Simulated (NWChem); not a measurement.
Correlation energy of CClF

```
C
F 1 1.2918
Cl 1 1.7615 2 106.66
```
Charge 0, spin multiplicity 1.

All runs are NWChem calculations. The geometry was optimised at B3LYP/def2-SVP, a minimum by its harmonic frequencies.

Basis set: cc-pVTZ. Each correlation energy counts from its own Hartree-Fock reference.

The correlated methods keep 7 core orbitals frozen. The structure started from a generated list of species. Coupled-cluster values serve here as a point of comparison, not as the truth.

**Question.** One of these methods gave a correlation energy of -573.7 mHa. Which?
A. CCSD(T)
B. RI-MP2
C. CCSD
D. CR-CCSD(T)

**Answer.** B, RI-MP2. The others give -596.7 (CCSD), -616.5 (CR-CCSD(T)), -622.5 (CCSD(T)).
